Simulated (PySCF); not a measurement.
Sn(OH)3 (H₃O₃Sn), SMILES [OH][Sn]([OH])[OH], multiplicity 2. Geometry optimised at PBE0-D3(BJ)/def2-SVP. The multiplicity is an assumed one; other spin states were not compared. The isomer is the one that the SMILES or the coordinates give; other isomers of the formula were not compared. The def2 effective core potentials stand for the cores of Sn; spin–orbit coupling is left out. Other conformers were not sampled.

Q: Give the equilibrium geometry at PBE0-D3(BJ)/def2-SVP (PySCF confirms it by a frequency run) as Cartesian coordinates in Å, and its point group. (An estimate is asked for; the answer gives what the named calculation found.)

A: One answer among several that fit: point group C3.
```xyz
7

Sn     0.0000     0.0000     0.2870
O     -0.5211     1.7585    -0.5076
H      0.2603     2.2858    -0.7220
O      1.7835    -0.4279    -0.5076
H      1.8494    -1.3683    -0.7220
O     -1.2623    -1.3305    -0.5076
H     -2.1097    -0.9175    -0.7220
```
Charge 0, spin multiplicity 2.
